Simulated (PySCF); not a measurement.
SMILES B/C=C\Br (PBE0/def2-SVP optimised geometry):

```
8

B      1.094     0.561    -0.001
C      0.163    -0.669     0.000
C     -1.183    -0.669     0.000
Br    -2.292     0.839     0.000
H      2.292     0.405    -0.002
H      0.640     1.679    -0.002
H      0.593    -1.679     0.000
H     -1.777    -1.588     0.000
```

Computed with PBE0/def2-TZVP (PySCF).

Task: What are the frontier orbital energies and the dipole moment?

Result: HOMO-2 -9.33 eV, HOMO-1 -8.42 eV, HOMO -7.82 eV, LUMO -2.48 eV, LUMO+1 0.23 eV; dipole moment 1.52 D.

Meta-Löwdin charges at PBE0/def2-TZVP: B1 -0.03, C2 -0.23, C3 -0.07, Br4 0.01, H5 0.01, H6 0.02, H7 0.13, H8 0.14.
